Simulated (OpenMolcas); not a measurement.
## Ti2+, Zr2+, Hf2+: d² down the group

- Program: OpenMolcas
- Method: SS-CASPT2, IPEA 0.25 Eh, imaginary shift 0.1 Eh
- Basis: ANO-R2
- Scalar Hamiltonian: X2C, finite nucleus
- Spin-orbit coupling: state interaction with AMFI integrals over the reference wave functions, term energies averaged over their components

Active space for each ion: 2 electrons in 5 orbitals (d); closed shells correlated by CASPT2: Ti2+ 3s 3p; Zr2+ 4s 4p; Hf2+ 5s 5p.

Computed levels in cm-1 above ³F₂:

| Level | Ti2+ | Zr2+ | Hf2+ |
| --- | --- | --- | --- |
| ³F₃ | 188 | 719 | 3660 |
| ³F₄ | 433 | 1550 | 6920 |
| ¹D₂ | 7900 | 5200 | 8590 |
| ³P₀ | 11130 | 8250 | 9680 |
| ³P₁ | 11190 | 8530 | 11800 |
| ³P₂ | 11330 | 9050 | 14880 |
| ¹G₄ | 14790 | 11020 | 15410 |
| ¹S₀ | 31910 | 23300 | 26990 |
| weight of ³F in the lowest level (%) | 100 | 98 | 90 |

Mixed levels, with the weight of the term that names them: Hf2+ ¹D₂ (71 %).

Measured, with the error of the calculation in %. Measured levels: Ti2+ from Corliss and Sugar, J. Phys. Chem. Ref. Data 8, 1 (1979); Zr2+ from Moore, Atomic Energy Levels, vol. II, NSRDS-NBS 35 (1971 reprint of NBS Circular 467, 1952); NIST levels as listed in Rynkun, Gaigalas and Jonsson, Astron. Astrophys. 637, A10 (2020).

| Level | Ti2+ | Zr2+ |
| --- | --- | --- |
| ³F₃ | 185 (+1.9) | 681 (+5.5) |
| ³F₄ | 420 (+2.9) | 1486 (+4.3) |
| ¹D₂ | 8474 (-6.8) | 5742 (-9.5) |
| ³P₀ | 10538 (+5.6) | 8062 (+2.3) |
| ³P₁ | 10604 (+5.6) | 8326 (+2.5) |
| ³P₂ | 10721 (+5.6) | 8838 (+2.4) |
| ¹G₄ | 14398 (+2.7) | 11049 (-0.2) |
| ¹S₀ | 32476 (-1.7) | 23979 (-2.8) |

The fine-structure level ³F₄ changes by a factor of 16 from Ti2+ to Hf2+.

Without spin-orbit coupling ¹D lies 7650, 4280, 4360 cm-1 above ³F in that order; the difference to the level ¹D₂, of either sign, comes from spin-orbit coupling, which also lowers the zero.

Term energies are means over components that CASPT2 splits; among the terms shown or strongly mixed into the levels shown the widest spread is 800 cm-1 (3d² ¹G, Ti2+). Levels of configurations with an s electron are missing; early in the row they begin among the upper levels of the d shell and mix with terms of their name (holds for Zr2+). Configurations with an s electron lie low in 5d ions of this charge, fall among these levels and mix in, so low-spin terms can stand far too high, up to twice their true height, and weights are not those of the real levels (holds for Hf2+). Measured partners are found by configuration, term and J. A level has none where our copy of the source lacks it or the pairing is in doubt (some pairs that miss far off the trend of their configuration count as doubtful), and it then counts in no deviation. Only configurations of the active space appear.
